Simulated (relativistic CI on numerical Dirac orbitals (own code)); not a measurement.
# Radial parameters of Dy³⁹⁺

These numbers are calculated, not measured: Dirac-Coulomb-Breit CI, KLI orbitals optimised for each configuration, model QED (radiative potential, 1s self-energy scaled to tabulated hydrogen-like ionisation energies), unscaled Slater integrals (own radial code, finite nucleus).

Slater integrals F^k, G^k are unscaled and averaged over j, outside the closed core [Ne]; ζ comes from projecting the Hamiltonian with its Breit term on Σ l·s of the shell.

- 3s²3p⁶3d⁹: ζ(3d) = 121970 cm⁻¹; <r>(3d) = 0.2035, <r^2>(3d) = 0.04821 (bohr units).
- 3s²3p⁵3d¹⁰: ζ(3p) = 943430 cm⁻¹; <r>(3p) = 0.2257, <r^2>(3p) = 0.05896 (bohr units).
- 3s²3p⁶3d⁸4s: F^2(3d,3d) = 503120, F^4(3d,3d) = 324240, ζ(3d) = 124060, G^2(3d,4s) = 51611 cm⁻¹; <r>(3d) = 0.202, <r^2>(3d) = 0.0475, <r>(4s) = 0.451, <r^2>(4s) = 0.2287 (bohr units).

(1) Give the Racah parameters of the d shell in 3s²3p⁶3d⁸4s.

Averages of the first 10 configurations, taken without configuration mixing, which lowers the lowest level and can move excited configurations by several eV; other configurations of the list can lie among them:

```
Configuration  Parity  States  Average energy above the lowest level (eV)
    3s²3p⁶3d⁹    even      10                                        15.3
   3s²3p⁵3d¹⁰     odd       6                                       423.8
    3s3p⁶3d¹⁰    even       2                                       738.6
  3s²3p⁶3d⁸4s    even      90                                      1204.4
  3s²3p⁶3d⁸4p     odd     270                                      1321.4
  3s²3p⁶3d⁸4d    even     450                                      1469.5
 3s²3p⁴3d¹⁰4s    even      30                                      2012.8
 3s²3p⁴3d¹⁰4p     odd      90                                      2130.1
  3s²3p⁵3d⁹4s     odd     120                                      1605.1
  3s²3p⁶3d⁸4f     odd     630                                      1603.2
```

## Answers

(1) B = F²/49 − 5F⁴/441 = 6592 cm⁻¹ and C = 35F⁴/441 = 25733 cm⁻¹.
